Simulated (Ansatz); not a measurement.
CH₆AlGe, SMILES `[CH3][Al][GeH3]` radical at its PBE0-D4/def2-TZVP geometry, where that method's forces vanish. Total charge 0; spin multiplicity 2.

```xyz
9

C    -1.0329    1.1407    1.1968
Al    0.4583    1.1622   -0.0854
Ge    1.0487   -1.0201   -1.1791
H    -1.9377    0.7712    0.7004
H    -1.2555    2.1149    1.6355
H    -0.8055    0.4411    2.0096
H     2.2205   -0.9141   -2.1744
H    -0.1467   -1.6060   -1.9663
H     1.4509   -2.0898   -0.1370
```

(1) What forces (eV/Å) does r2SCAN-D4/def2-TZVPP give on these atoms in Ansatz 0.2.0? (Estimate.)

## Answers

(1) Ansatz gave: 
```
C1   0.035  0.018 -0.026
Al2  0.007 -0.046 -0.019
Ge3  0.003  0.044  0.009
H4   0.009  0.007  0.027
H5  -0.019 -0.037  0.007
H6  -0.023  0.015 -0.009
H7  -0.058 -0.036  0.041
H8   0.063  0.005  0.030
H9  -0.016  0.029 -0.061
```
